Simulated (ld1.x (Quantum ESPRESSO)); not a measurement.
**Before and after: TM potential for oxygen**

ld1.x (Quantum ESPRESSO) 7.5 input, shortened:

```
&input
   title='O', zed=8., rel=0, dft='PBESOL', iswitch=3,
   config='[He] 2s2 2p3'
 /
 &inputp
   pseudotype=2, tm=.true., lloc=0,
   nlcc=.false.
 /
2
2P  2  1   3.00   0.00  1.60  1.60  0.0
2S  1  0   2.00   0.00  0.85  0.85  0.0
 &test
   configts(1)='2s2 2p3'
 /
```

Change: wave 2s (bound): rc 0.85 bohr becomes 2s (bound): rc 1.08 bohr.

Cutoffs: the cutoffs (Ry, on a coarse ladder) from which the occupation-weighted sum of valence levels, in a spherical-Bessel basis at the reference potential, stays within 10 and 1 mRy of its value at 400 Ry; they do not see the model core or the augmentation charge, which bear on the density cutoff. Errors are all-electron minus pseudo energies relative to the spin-unpolarised reference configuration.

Task: Predict the effect on cutoff, ghosts and configuration errors.

Result: The potential gets softer (80 Ry and 180 Ry → 60 Ry and 140 Ry); of the 7 tests that both files solve, the error grows in 4 and shrinks in 0 by more than 15 % and 0.3 meV (median size 25.3 → 33.6 meV); neither file shows a bound ghost. A larger radius leaves more room for a smooth pseudo-wave, so fewer plane waves are needed. More of the atom is replaced by a form fitted at one configuration, so other configurations suffer.

```tsv
quantity	base	changed
cutoff, loose	80 Ry	60 Ry
cutoff, tight	180 Ry	140 Ry
loose cutoff by channel (10 mRy a level)	p 50 Ry, s 70 Ry	p 50 Ry, s 50 Ry
bound ghosts	none	none
error for 2s2 2p4, meV [ΔE -16.37 eV]	+21	+26
error for 2s2 2p2, meV [ΔE 33.48 eV]	+96	+106
error for 2s2 2p1, meV [ΔE 87.20 eV]	+652	+702
error for 2s2 2p4.3, meV [ΔE -18.48 eV]	+25	+32
error for 2s1 2p4, meV [ΔE 15.08 eV]	+22	+34
error for 2s2 2p3.5, meV [ΔE -10.11 eV]	+8.3	+9.9
error for 2s2 2p0, meV [ΔE 163.84 eV]	+2270	+2393
s: phases at 1.76 bohr within 0.05 rad from the reference energy up to (Ry; the scan ends near 5)	3.1	2.2
p: phases at 1.76 bohr within 0.05 rad from the reference energy up to (Ry; the scan ends near 5)	1.9	2.0
```
